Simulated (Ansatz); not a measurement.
FH3OSiSn (`F[SiH]1[O][SnH2]1`) at its PBE0-D4/def2-TZVP geometry, where that method's forces vanish. The species carries charge 0 and has multiplicity 1. Sn: def2 effective core potential.

```json
{"atom": "F1", "x (Å)": "1.393", "y (Å)": "1.854", "z (Å)": "0.788"}
{"atom": "Si2", "x (Å)": "0.251", "y (Å)": "0.758", "z (Å)": "0.906"}
{"atom": "O3", "x (Å)": "-0.948", "y (Å)": "0.791", "z (Å)": "-0.148"}
{"atom": "Sn4", "x (Å)": "0.042", "y (Å)": "-1.020", "z (Å)": "-0.775"}
{"atom": "H5", "x (Å)": "-0.024", "y (Å)": "0.618", "z (Å)": "2.352"}
{"atom": "H6", "x (Å)": "0.440", "y (Å)": "-0.759", "z (Å)": "-2.416"}
{"atom": "H7", "x (Å)": "-1.154", "y (Å)": "-2.240", "z (Å)": "-0.708"}
```

Q: For each bond, give half the difference of the two atoms' forces along it (eV/Å; positive pushes the atoms apart) under PBE-D4, r2SCAN-D4, B3LYP-D4, ωB97M-V in def2-TZVPP. (Estimate.)

A: Computed: 
```csv
bond,length (Å),PBE-D4,r2SCAN-D4,B3LYP-D4,ωB97M-V
F1–Si2,1.587,0.44,0.03,0.15,0.14
Si2–O3,1.597,0.57,0.14,0.09,-0.06
Si2–Sn4,2.456,0.14,0.09,0.24,0.08
Si2–H5,1.478,-0.10,-0.07,-0.19,-0.21
O3–Sn4,2.157,0.47,0.15,0.28,-0.04
Sn4–H6,1.708,0.10,0.00,-0.01,-0.11
Sn4–H7,1.710,0.09,0.00,-0.01,-0.10
```

B3LYP here is the variant with VWN-RPA as its local correlation; programs differ in this.
